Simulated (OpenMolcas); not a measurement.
## Ne II: effect of the level shift or regulariser

* Program: OpenMolcas
* Basis: ANO-RCC-VQZP [5s4p3d2f1g]
* Scalar Hamiltonian: DKH2, point nucleus
* Active space: 7 electrons in 4 orbitals (2s 2p)
* State averaging: 2S+1 = 2 odd, 3 roots; 2S+1 = 2 even, 1 root
* Spin-orbit coupling: state interaction with AMFI integrals over the reference wave functions, term energies averaged over their components

Methods on the same reference wave functions:
A. CASSCF
B. SS-CASPT2, IPEA 0.25 Eh, imaginary shift 0.1 Eh (closed shells correlated: 1s)
C. SS-CASPT2, IPEA 0.25 Eh, imaginary shift 0.3 Eh (closed shells correlated: 1s)

Energies in cm-1 above 2s2 2p5 2P* 3/2, the measured ground level; measured values from NIST Handbook of Basic Atomic Spectroscopic Data.

```csv
Level,A,B,C,Measured
2s2 2p5 2P* 3/2,0.0,0.0,0.0,0.0
2s2 2p5 2P* 1/2,779,779,779,780
2s 2p6 2S 1/2,239160,221036,221039,217048
```

Deviations, from unrounded energies. A percentage is the sum of absolute deviations over the sum of measured energies, with the sign that they share, or ± where signs differ.

| Against measurement | Levels | A | B | C |
| --- | --- | --- | --- | --- |
| mean absolute deviation (cm-1) | 2 | 11000 | 2000 | 2000 |
| fine structure of the ground term (%) | 1 | -0.2 | -0.2 | -0.2 |
| other configurations (%) | 1 | +10.2 | +1.8 | +1.8 |

B, C lie about equally close to measurement and A furthest from it. The largest miss of B in the table is 2s 2p6 2S 1/2, by +4000 cm-1. The ranking rests on the paired levels alone, and a cruder setting can come out closer through cancelling errors.

Between B and C no level of the table moves by more than 5 cm-1.

The lowest spin-free term lies below A's lowest term by 0.252 hartree in B, 0.252 hartree in C.

Without dynamic correlation excited terms often stand tens of per cent too high (terms of higher spin than the ground term too low), and those without a measured partner can miss by more than the paired ones (holds for A). Measured partners are found by configuration, term and J. A level has none where our copy of the source lacks it or the pairing is in doubt (some pairs that miss far off the trend of their configuration count as doubtful), and it then counts in no deviation. Levels of configurations outside the active space are missing.

* marks odd parity.
